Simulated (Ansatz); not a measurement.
Two isomers of CH5NOSi: A = `CO[Si]N`, B = `N=C[SiH2]O`.

Isolated molecules relaxed with PBE0-D4/def2-TZVP in Ansatz; ΔE leaves out vibrations. CBS: MP2 limit from def2 TZ/QZ plus the TZ coupled-cluster correction, frozen cores. Functionals use def2-TZVPP. B3LYP here is the variant with VWN-RPA as its local correlation; programs differ in this. One conformer a species, not always the lowest.

A:

Z-matrix (Å, degrees):
```
C
O 1 1.408
H 1 1.093 2 109.6
H 1 1.097 2 112.1 3 -120.5
H 1 1.093 2 109.6 3 119.0
Si 2 1.660 1 122.8 3 120.5
N 6 1.705 2 97.4 1 180.0
H 7 1.007 6 122.1 2 180.0
H 7 1.010 6 124.6 2 0.0
```

B:

Z-matrix (Å, degrees):
```
Si
C 1 1.893
O 1 1.636 2 104.4
H 1 1.487 2 109.9 3 -120.4
H 1 1.487 2 109.9 3 120.4
N 2 1.271 1 114.1 3 0.0
H 2 1.099 1 123.7 3 -180.0
H 3 0.969 1 109.7 2 -0.0
H 6 1.021 2 113.0 1 180.0
```

Q: Which isomer does CCSD(T)/CBS put lower? Give the gap. (Best estimate.)

A: The calculation gave: A, by 48.8 kJ/mol.

Q: Give E(B) − E(A) in kJ/mol with CCSD(T)/def2-TZVPP, HF/def2-TZVPP, B2PLYP, PBE-D4, CCSD(T)/def2-SVP, ωB97M-V, B3LYP-D4. (An estimate is asked.)

A: The calculation gave: CCSD(T)/def2-TZVPP 47.8, HF/def2-TZVPP 42.0, B2PLYP 52.8, PBE-D4 57.0, CCSD(T)/def2-SVP 46.0, ωB97M-V 61.1, B3LYP-D4 56.0. None reverses the order clearly.

Q: Does the order hold for the free energy at 298.15 K (harmonic terms from PBE0-D4)? (Best estimate.)

A: Computed: Yes: G(B) − G(A) = +34.9 kJ/mol, for one conformer each.

Largest T1 diagnostic: 0.013.

In def2-TZVPP, CCSD(T) changes the Hartree–Fock value by +5.8 kJ/mol (the triples alone add −2.1 kJ/mol) and MP2 by +5.7 kJ/mol. Leaving LDA and LC-ωPBE aside and taking each functional with its dispersion term where it has one, the values, not all of them listed here, spread over 12.1 kJ/mol, from r2SCAN-D4 to ωB97M-V. LDA lies +14.3 kJ/mol from PBE without D4.
